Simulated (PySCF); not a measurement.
CHO₂, multiplicity 2. Atoms are numbered in the order given.

```xyz
4

O      0.0000     1.1607     0.1598
C      0.0000     0.0000    -0.1979
O      0.0000    -1.1607     0.1598
H      0.0000     0.0000    -1.3688
```
Charge 0, spin multiplicity 2.

Geometry: PBE0-D3(BJ)/def2-TZVP. The geometry has at least one imaginary mode, so it is a saddle point at that level. The isomer is the one that the SMILES or the coordinates give; other isomers of the formula were not compared.

These are TDA-ωB97X/def2-TZVPD (PySCF) values and carry that method's errors.

Vertical excitations. The molecule is in vacuum.

Computed excitation energies, oscillator strengths and character:
| state | energy (eV) | λ (nm) | f | main pairs |
|---|---|---|---|---|
| root 1 | 1.57 | 789 | 0.000 | β HOMO−1→LUMO 99 % |
| root 2 | 1.68 | 737 | 0.020 | β HOMO→LUMO 91 % |
| root 3 | 5.56 | 223 | 0.003 | β HOMO−3→LUMO 98 % |
| root 4 | 5.88 | 211 | 0.010 | β HOMO−2→LUMO 93 % |
| root 5 | 6.36 | 195 | 0.000 | β HOMO→LUMO+2 97 % |
| root 6 | 6.74 | 184 | 0.000 | α HOMO−1→LUMO+1 44 %, β HOMO−1→LUMO+2 53 % |
| root 7 | 6.89 | 180 | 0.001 | α HOMO→LUMO+1 97 % |
| root 8 | 6.91 | 179 | 0.003 | β HOMO−4→LUMO 97 % |
| root 9 | 8.04 | 154 | 0.000 | α HOMO−2→LUMO+1 96 % |
| root 10 | 8.58 | 144 | 0.002 | β HOMO→LUMO+1 79 % |
Unrestricted roots are not spin-pure.
